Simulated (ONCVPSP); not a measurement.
## Logarithmic derivatives: Tl, ONCV

```json
{
 "Element": "thallium",
 "Generator": "ONCVPSP 4.0.1",
 "Type": "optimised norm-conserving Vanderbilt (ONCV)",
 "Functional": "LDA (Perdew-Wang 92)",
 "Relativity": "scalar-relativistic",
 "Frozen core": "[Kr] 4d10 4f14",
 "Valence charge": "21",
 "Reference configuration": "5s2 5p6 5d10 6s1 6p2",
 "Partial waves": "5s+6s: rc 1.45 bohr, ncon 4, nbas 7, qcut 7.9 1/bohr, 2 projectors; 5p+6p: rc 1.95 bohr, ncon 4, nbas 7, qcut 6.6 1/bohr, 2 projectors; 5d: rc 2.10 bohr, ncon 4, nbas 9, qcut 6.8 1/bohr, 2 projectors, debl 1.5 Ha; f scattering state at 0.34 Ha: rc 1.90 bohr, ncon 4, nbas 8, qcut 5.2 1/bohr, 1 projector",
 "Local potential": "polynomial inside 1.05 bohr (lpopt 5, dvloc0 6 Ha)",
 "Core correction": "Teter function, parameters optimised by the program"
}
```

The phase is arctan(r·R′/R) of the radial function R(r), unwrapped; energies in Ha, scanned from -6 to 5 Ha. A pole is an energy at which the radial function vanishes at the test radius. The pseudo phase is shifted by a multiple of π to meet the all-electron one at the reference energy, and phase errors are pseudo minus all-electron; the curves can meet again beyond the range given. Levels narrower than the energy grid can be missing from the lists of poles. n/a: not evaluated, since a narrow level or a reset projector energy made the automatic matching unsafe.

| channel | radius (bohr) | reference energy (Ha) | poles, all-electron | poles, pseudo | unbroken range about the reference energy with phases within 0.05 rad | phase error 1 Ha above the reference energy (rad) |
| --- | --- | --- | --- | --- | --- | --- |
| s | 1.47 | -0.41 | -4.43 | -4.43 | the whole range | -0.001 |
| p | 1.98 | -0.12 | -2.76, 3.69 | -2.76, 3.63 | the whole range | -0.001 |
| d | 2.13 | -0.64 | -0.33, 4.70 | -0.33, 4.79 | the whole range | +0.000 |
| f | 1.93 | 0.34 | 2.79 | 2.88 | n/a | n/a |

Phases in the f channel:

```tsv
E (Ha)	all-electron	pseudo
-5.96	1.403	-1.738
-5.40	1.394	-1.747
-4.84	1.383	-1.757
-4.28	1.136	-1.770
-3.72	-1.784	-1.785
-3.16	-1.803	-1.803
-2.60	-1.827	-1.828
-2.04	-1.860	-1.860
-1.48	-1.907	-1.907
-0.92	-1.982	-1.981
-0.36	-2.119	-2.118
0.20	-2.443	-2.443
0.76	-3.346	-3.345
1.32	-4.197	-4.192
1.88	-4.503	-4.497
2.44	-4.649	-4.639
3.00	-4.747	-4.731
3.56	-4.842	-4.810
4.12	-4.976	-4.902
4.68	-5.284	-5.044
```
